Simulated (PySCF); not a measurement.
C₄H₇BSe.
Atom-mapped SMILES: `[BH2:1][C@@H:2]1[CH:3]=[CH:4][Se:5][CH2:6]1` (hydrogens: H7, H8 on B1; H9 on C2; H10 on C3; H11 on C4; H12, H13 on C6)

Method: PBE0-D3(BJ)/def2-SVP geometry optimisation, gas phase in PySCF; density fitting, grid level 1; the optimiser is geomeTRIC in internal coordinates, started from a GFN2-xTB structure with every atom displaced at random (about 0.01 Å).

The end geometry, which sets the zero of energy:
```
atom  x, y, z in Å
B1      1.2148    0.0487    0.8907
C2      0.6369   -0.1070   -0.5590
C3     -0.1630    1.0821   -0.0813
C4     -1.3572    0.7749    0.4837
Se5    -1.8803   -1.0133    0.3129
C6     -0.3051   -1.2658   -0.8551
H7      0.7571   -0.5999    1.8000
H8      2.1226    0.8237    1.0859
H9      1.3125    0.1316   -1.3908
H10     0.2086    2.1071   -0.1337
H11    -2.0208    1.4894    0.9759
H12     0.1358   -2.2447   -0.6234
H13    -0.6657   -1.2696   -1.8951
```

Problem. These geometries come from the run, each turned onto the end geometry. Order them by energy, lowest first.
A.
```
atom  x, y, z in Å
B1      1.2075    0.0453    0.8870
C2      0.6408   -0.1067   -0.5701
C3     -0.1649    1.0758   -0.0774
C4     -1.3581    0.7827    0.4879
Se5    -1.8793   -1.0053    0.3062
C6     -0.2994   -1.2671   -0.8550
H7      0.7524   -0.6064    1.7904
H8      2.1131    0.8220    1.0912
H9      1.3178    0.1369   -1.3970
H10     0.2023    2.1027   -0.1344
H11    -2.0147    1.4998    0.9878
H12     0.1478   -2.2406   -0.6136
H13    -0.6691   -1.2817   -1.8924
```
B.
```
atom  x, y, z in Å
B1      1.2611    0.0392    0.8523
C2      0.5943   -0.0731   -0.5427
C3     -0.1712    1.1007   -0.0412
C4     -1.4106    0.7992    0.4818
Se5    -1.9198   -0.9672    0.2599
C6     -0.3014   -1.2730   -0.8508
H7      0.7768   -0.6083    1.7813
H8      2.2234    0.7388    1.0382
H9      1.2263    0.1958   -1.4132
H10     0.2529    2.1005   -0.0688
H11    -2.1133    1.4832    0.9504
H12     0.1467   -2.2205   -0.5245
H13    -0.5692   -1.3577   -1.9119
```
C.
```
atom  x, y, z in Å
B1      1.2888    0.0217    0.8488
C2      0.5974   -0.0692   -0.5446
C3     -0.1803    1.1050   -0.0256
C4     -1.4226    0.7976    0.4559
Se5    -1.9751   -0.9590    0.1914
C6     -0.3072   -1.2707   -0.8333
H7      0.8594   -0.6461    1.7772
H8      2.2328    0.7531    1.0213
H9      1.2113    0.2128   -1.4183
H10     0.2355    2.1120   -0.0198
H11    -2.1164    1.4939    0.9250
H12     0.1241   -2.2118   -0.4684
H13    -0.5515   -1.3819   -1.8989
```
D.
```
atom  x, y, z in Å
B1      1.4947   -0.0597    0.7435
C2      0.5679   -0.0279   -0.5131
C3     -0.2555    1.0859    0.1204
C4     -1.5535    0.8423    0.3425
Se5    -2.1904   -0.8159   -0.2566
C6     -0.3218   -1.2622   -0.7392
H7      1.2591   -0.8288    1.6421
H8      2.3772    0.7586    0.8678
H9      1.0268    0.3447   -1.4421
H10     0.1847    2.0625    0.3441
H11    -2.2521    1.5651    0.7737
H12    -0.0332   -2.0991   -0.0909
H13    -0.3079   -1.6079   -1.7815
```
E.
```
atom  x, y, z in Å
B1      1.6711   -0.1562    0.7128
C2      0.5209    0.0115   -0.3901
C3     -0.3757    1.1115    0.1573
C4     -1.6311    0.9109    0.2079
Se5    -2.2499   -0.7661   -0.4642
C6     -0.3336   -1.2270   -0.6476
H7      1.6232   -1.0052    1.4836
H8      2.5011    0.6879    0.7721
H9      0.9210    0.3964   -1.3202
H10     0.0967    2.0365    0.4952
H11    -2.4123    1.6071    0.5657
H12    -0.1271   -2.0165    0.0922
H13    -0.2081   -1.6334   -1.6541
```

Solution. A (0.006 eV), C (0.052 eV), B (0.090 eV), D (0.171 eV), E (0.474 eV).

In the order of the answer:

```csv
step,E above end (eV),largest force (eV/Å),rms force component (eV/Å),rms distance from end (Å),rms bond change (Å),bond most changed (Å)
16,0.006,0.40,0.099,0.011,0.002,C3=C4 -0.004
14,0.052,0.95,0.259,0.116,0.008,B1–H7 +0.014
13,0.090,1.48,0.464,0.085,0.014,B1–H7 +0.025
9,0.171,0.37,0.090,0.412,0.008,C3=C4 -0.017
0,0.474,5.19,1.238,0.604,0.033,C3=C4 -0.084
```

What follows is the cost of the whole optimisation. The run took 2.3 min on one thread of an Arm Neoverse V2, no GPU (shared host), and the process peaked at 0.59 GiB of memory.
